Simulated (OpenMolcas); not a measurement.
Sn+: the spin-orbit constant, worked from levels

| Property | Result |
| --- | --- |
| Program | OpenMolcas |
| Basis | ANO-RCC-VTZP [7s6p4d2f1g] |
| Scalar Hamiltonian | DKH2, point nucleus |
| Active space | 3 electrons in 4 orbitals (5s 5p) |
| State averaging | 2S+1 = 4 odd, 1 root; 2S+1 = 2 odd, 3 roots; 2S+1 = 4 even, 3 roots; 2S+1 = 2 even, 9 roots |
| Spin-orbit coupling | state interaction with AMFI integrals over the reference wave functions, term energies averaged over their components |

Methods: CASSCF; SS-CASPT2, IPEA 0.25 Eh, imaginary shift 0.1 Eh (closed shells correlated: 4d). Measured levels: NIST Handbook of Basic Atomic Spectroscopic Data.

**The spin-orbit constant.** For the Hund term ²P° of p1, E(J) = (A/2) J(J+1) + constant and ζ = 2S·A = A. From J = 1/2 to J = 3/2 the energy changes by 1.5 A.

```json
{"Source": "CASSCF", "E(3/2) - E(1/2)": "3792.2", "A": "2528.1", "ζ": "2528"}
{"Source": "SS-CASPT2", "E(3/2) - E(1/2)": "3792.2", "A": "2528.1", "ζ": "2528"}
{"Source": "measured", "E(3/2) - E(1/2)": "4251.5", "A": "2834.3", "ζ": "2834"}
```

All in cm-1. SS-CASPT2 is off by -10.8 % and CASSCF by -10.8 %. Both methods take the spin-orbit matrix elements from the reference wave functions, so the second can move ζ only through the term energies and any multistate remixing.

Computed and measured levels are paired by configuration, term and J; levels that our copy of the source lacks, or whose pairing is in doubt (as where it misses far off the trend of its configuration), stay unpaired and out of the deviations. Only configurations of the active space appear.

° marks odd parity.
